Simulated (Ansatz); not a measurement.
Basis-set extrapolation for C3H7FSi (`C[C@@H]1C[Si@@H]1F`) (PBE0-D4/def2-TZVP geometry, frozen core, Ansatz 0.2.0). Multiplicity 1, RHF reference.

```
                      def2-TZVPP   def2-QZVPP
                 HF  -506.170407  -506.189887
    MP2 correlation    -0.884380    -0.950193
CCSD(T) correlation    -0.959973      not run
```

Energies in hartree. Use E(X) = E(∞) + A·exp(−7.88·√X) for Hartree–Fock and E(X) = E(∞) + B·X^(−2.97) for correlation, with X = 3 and 4, and add CCSD(T) minus MP2 of the smaller set to the MP2 limit.

What is the CCSD(T) energy at the basis-set limit?

HF limit: -506.189887 + (-0.019480) × 0.13774 = -506.19257. MP2 limit: -0.950193 + (-0.065813) × 0.74074 = -0.99894. Higher-order term: -0.959973 − (-0.884380) = -0.07559. Total: -507.26710 hartree, 85.8 kcal/mol below CCSD(T)/def2-TZVPP.
